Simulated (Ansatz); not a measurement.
Question: Name a neutral molecule of Cl, F, N, Sn and H with HOMO energy (PBE/def2-TZVPP) between -7.05 and -6.75 eV and HOMO–LUMO gap (PBE0/def2-TZVPP) between 6.95 and 7.25 eV (Ansatz, PBE0-D4/def2-TZVP geometry).

Answer: `[NH2][SnH]([F])[Cl]` (-6.82 eV, 7.07 eV). Other molecules can fit too; these were computed, each in one conformer that needn't be the lowest.
